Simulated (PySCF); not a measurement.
# Correlation energy of Ne⁸⁺ (neon, charge +8)

1s2, closed-shell 1S. Computed with PySCF 2.14 in an even-tempered Gaussian basis (17 s from 3.6 bohr⁻², ratio 2.2; 7 p from 5.6 bohr⁻², ratio 2.4; 4 d from 17 bohr⁻², ratio 2.4; 3 f from 25 bohr⁻², ratio 2.4; 3 g from 38 bohr⁻², ratio 2.4), with scalar relativity by spin-free X2C-1e. Frozen: nothing; 2 electrons correlated; the 13 highest virtual orbitals of each spin left out.

With two correlated electrons CCSD is exact within the correlated space (frozen core and kept virtual orbitals).

| level | correlation energy (mhartree) |
| --- | --- |
| CCSD | -45.47 |

Diagnostics: T1 = 2.6e-05, D1 = 0.0000, largest double amplitude 0.004.

Cost of the coupled-cluster step: about 6 core-seconds, for 2 correlated electrons.
